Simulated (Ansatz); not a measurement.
CH8N2OZr (SMILES [CH3][Zr]([NH2])([NH2])[OH]) moved off its minimum; all values from Ansatz (a first-principles code), cores frozen in correlated methods. Elements past Kr take the def2 small-core potentials, without spin–orbit coupling.
(charge 0, multiplicity 1)
```xyz
13

Zr     0.05187     0.01513    -0.00648
O      1.61160    -0.51108    -1.00427
H      2.52990    -0.84896    -1.22185
N      0.36832     0.48278     1.94316
H      0.90501    -0.07669     2.55616
H      0.20301     1.33723     2.42342
N     -0.87499     1.59860    -0.84641
H     -1.84576     1.92208    -0.66299
H     -0.62792     2.16091    -1.72769
C     -1.35823    -1.67011     0.02194
H     -1.58371    -2.13301    -0.93886
H     -2.31814    -1.45588     0.45246
H     -1.00954    -2.53805     0.70659
```

Forces at HF/def2-TZVPP (eV/Å):

```tsv
atom	Fx	Fy	Fz
Zr1	0.442	0.383	-0.105
O2	3.579	-1.347	-0.946
H3	-3.221	1.201	0.753
N4	0.138	0.297	0.418
H5	0.268	-0.444	0.341
H6	-0.170	0.209	-0.058
N7	-1.607	2.935	-2.840
H8	1.532	-0.717	0.058
H9	-0.284	-1.657	2.382
C10	-0.167	-2.772	1.044
H11	0.212	0.059	-0.049
H12	-0.531	0.499	0.183
H13	-0.192	1.355	-1.181
```

Problem. Give the forces (eV/Å), the total energy and the dipole at CCSD(T)/def2-TZVPPD.

Solution. 
```
atom      Fx      Fy      Fz
----  ------  ------  ------
Zr1    0.269   0.227  -0.050
O2     2.694  -1.028  -0.875
H3    -2.101   0.789   0.497
N4    -0.183   0.142  -0.208
H5     0.658  -0.814   0.759
H6    -0.272   0.792   0.311
N7    -1.078   2.359  -2.338
H8     0.831  -0.459   0.142
H9    -0.176  -1.217   1.749
C10    0.160  -2.335   0.967
H11    0.134  -0.076  -0.287
H12   -0.781   0.498   0.315
H13   -0.154   1.122  -0.982
```
Energy -274.1212 hartree, dipole 1.53 D.
